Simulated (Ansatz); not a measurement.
Consider the hydrogenolysis of the Se–C bond: `C[Se][SiH3]` + H₂ → `[SiH3][SeH]` + CH₄.

Isolated molecules relaxed with PBE0-D4/def2-TZVP in Ansatz; ΔE leaves out vibrations. CBS: MP2 limit from def2 TZ/QZ plus the TZ coupled-cluster correction, frozen cores. This one scheme is used for every species. For Se outer-core shells are correlated without core-valence functions, which leaves a few kJ/mol of doubt a bond. Scalar relativity is left out up to krypton.

`C[Se][SiH3]`:

Cartesian coordinates in Å:
```
C 1.414 -0.209 -0.726
Se -0.142 0.924 -1.090
Si -1.384 0.233 0.675
H 1.846 0.042 0.241
H 2.136 0.000 -1.513
H 1.132 -1.260 -0.760
H -2.661 0.985 0.610
H -0.691 0.514 1.961
H -1.650 -1.229 0.603
```

H₂:

```xyz
2

H    -0.358   -0.103   -0.019
H     0.358    0.103    0.019
```

`[SiH3][SeH]`:

```xyz
6

Si   -0.459    0.347   -0.027
Se    0.966   -1.169    0.905
H     0.229    1.629   -0.322
H    -1.510    0.560    0.996
H    -1.065   -0.176   -1.277
H     1.839   -1.191   -0.276
```

CH₄:

Cartesian coordinates in Å:
```
C 0.000 0.000 0.000
H 0.649 -0.650 0.586
H -0.506 -0.587 -0.766
H 0.598 0.778 -0.474
H -0.741 0.459 0.654
```

```tsv
species	CCSD(T)/CBS(def2) energy (Eh)
`C[Se][SiH3]`	-2731.45956
H₂	-1.17544
`[SiH3][SeH]`	-2692.20088
CH₄	-40.46206
```

(1) Work out ΔE.

Largest T1 diagnostic among the species: 0.009.

Answers

(1) ΔE = (-2692.20088) + (-40.46206) − (-2731.45956) − (-1.17544) = -0.02794 Eh = -73.4 kJ/mol.

From PBE to PBE0 (25 % exact exchange), in def2-TZVPP and without D4, ΔE moves by −4.2 kJ/mol. At CCSD(T), def2-SVP lies −16.1 kJ/mol from the extrapolated value and def2-TZVPP −1.0 kJ/mol. Leaving LDA and LC-ωPBE aside and taking each functional with its dispersion term where it has one, the values, not all of them listed here, spread over 18.8 kJ/mol, from B97M-V to revPBE-D4.
